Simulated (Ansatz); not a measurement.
Total energies of AlCl2(OH) (AlCl2OH) from Ansatz at PBE0-D4/def2-TZVP, gas phase (1 Eh = 27.2114 eV = 2625.5 kJ/mol). The reference geometry is relaxed at PBE0-D4/def2-TZVP.

```xyz
5

Al   -0.054    0.066   -0.381
Cl   -0.275   -0.943   -2.175
Cl   -0.100    2.145   -0.345
O     0.160   -0.832    1.019
H     0.269   -0.436    1.882
```

```csv
state,geometry,energy (Eh)
charge 0 singlet,reference,-1238.43661
charge 1 doublet,reference,-1238.01425
charge 1 doublet,relaxed at PBE0-D4/def2-TZVP,-1238.03052
free Al atom (doublet),–,-242.24894
free Cl atom (doublet),–,-459.99739
free O atom (triplet),–,-75.01860
free H atom (doublet),–,-0.50104
```

Q: Work out the vertical ionisation energy to the doublet.

A: E(charge 1 doublet) − E(charge 0 singlet) = -1238.01425 − (-1238.43661) = 0.42236 Eh = 11.49 eV. For comparison, −ε of the highest occupied level is 9.31 eV at this level, 2.18 eV less.

Q: How much does the charge 1 doublet relax, and what is the adiabatic ionisation energy?

A: Relaxation: -1238.01425 − (-1238.03052) = 0.01627 Eh = 0.44 eV. Adiabatic ionisation energy: 0.40609 Eh = 11.05 eV, without zero-point energy. 

Q: What is the binding energy per atom against free atoms?

A: Atoms: 1 × (-242.24894) + 2 × (-459.99739) + 1 × (-75.01860) + 1 × (-0.50104) = -1237.76336 Eh. Binding: -1237.76336 − (-1238.43661) = 0.67325 Eh = 18.32 eV, or 3.66 eV for each of 5 atoms (no zero-point energy, no counterpoise term).
